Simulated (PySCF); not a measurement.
## How methods differ on the ionisation energy of Dy⁺

Dy⁺ [Xe] 4f10 6s1 (high-spin determinant) → Dy²⁺ [Xe] 4f10 (high-spin determinant), as a difference of total energies. All numbers are calculated (PySCF 2.14, scalar relativity by spin-free X2C-1e, in cc-pVDZ-X2C). Correlated levels: valence: [Kr] 4d10 frozen; valence and next inner shell: [Ar] 3d10 frozen. The calculations carry no spin-orbit coupling.

```csv
method,ionisation energy (eV)
UHF,10.802
LDA,12.067
PBE,11.863
PBE0,11.630
SCS-MP2 (valence),11.372
MP2 (valence and next inner shell),11.570
SCS-MP2 (valence and next inner shell),11.412
```

Question: Estimate what r2SCAN gives.

Answer: 11.625 eV, closest to PBE0 among the rows shown.

Question: Estimate what MP2 (valence) gives.

Answer: 11.531 eV, closest to MP2 (valence and next inner shell) among the rows shown.

Errors of the correlated levels include the incompleteness of this basis and the frozen core.

The determinant of Dy²⁺ and of Dy⁺ mixes LS terms, which raises its energy above the lowest term, most at the Hartree-Fock and MP2 levels.

For comparison: 11.647 ± 0.02 eV (semi-empirical (NIST evaluation); NIST Atomic Spectra Database, ionization energies).
